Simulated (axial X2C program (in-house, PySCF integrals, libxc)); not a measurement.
Results of a calculation; reference values are marked as such.
# GaTe⁻: input and output

Program: an axial X2C code built on PySCF integrals.

Input:
```json
{"zs": [52, 31], "q": -1, "bas": ["dyall-acv3z", "dyall-acv3z"], "levels": ["PBE0", "HF", "PBE"], "cc": true, "r0": 2.45, "thr": -1.0, "nmax": 90, "npts": 10, "nst": 2, "ntry": 6}
```
```bash
python so2c.py task.json out
```

Keys: zs atomic numbers; q charge; bas basis sets; levels methods; cc coupled cluster on or off; r0 starting distance in Å; thr threshold in hartree for freezing inner shells (an s shell follows its p shell); nmax most natural virtual spinors; npts points on the curve; nst determinants followed; ntry starts of the search. HF also brings MP2.

Output of the HF step, 2c, at R = 2.487 Å for the state Ω = 0. It starts from PBE0 orbitals of this distance.

```
two-component X2C + atomic mean field  HF
basis functions 264  fitting functions 1402  grid points 5800
iter        total energy     max residual
   1      -8729.799713578     2.71e-01
   2      -8729.837698879     1.05e-02
   3      -8729.839014277     7.51e-03
   4      -8729.839546081     1.19e-03
   5      -8729.839631109     4.57e-04
   6      -8729.839645864     2.77e-04
   7      -8729.839651294     1.24e-04
   8      -8729.839652492     3.97e-05
   9      -8729.839652668     1.48e-05
  10      -8729.839652696     5.88e-06
  11      -8729.839652699     2.55e-06
  12      -8729.839652699     1.44e-06
converged
one-electron -12723.72000198  Coulomb 3905.01164377  exact exchange -249.43941201  xc functional 0.00000000  nuclear repulsion 342.99705026  atomic mean-field constant -4.68893274
correlated 10  virtual 372  natural virtual 90  E(MP2) -0.200663784  MP2 remainder -0.009112786
iter   CCSD correlation   residual
   1     -0.203822206   1.37e-01
   2     -0.210280599   5.59e-02
   3     -0.212111188   2.41e-02
   4     -0.212132135   7.86e-03
   5     -0.212175523   2.86e-03
   6     -0.212175546   1.17e-03
   7     -0.212177154   3.30e-04
   8     -0.212179498   1.03e-04
   9     -0.212178606   4.01e-05
  10     -0.212178695   2.10e-05
  11     -0.212178485   1.09e-05
  12     -0.212178550   5.53e-06
  13     -0.212178557   2.35e-06
(T) -0.012452896  T1 0.0300  D1 0.0431  max T2 0.054
```
Energies are in hartree; totals compare only within one Hamiltonian and basis. T1 in the output is the amplitude norm over the root of the electron number; divide by √2 for the Lee–Taylor value.
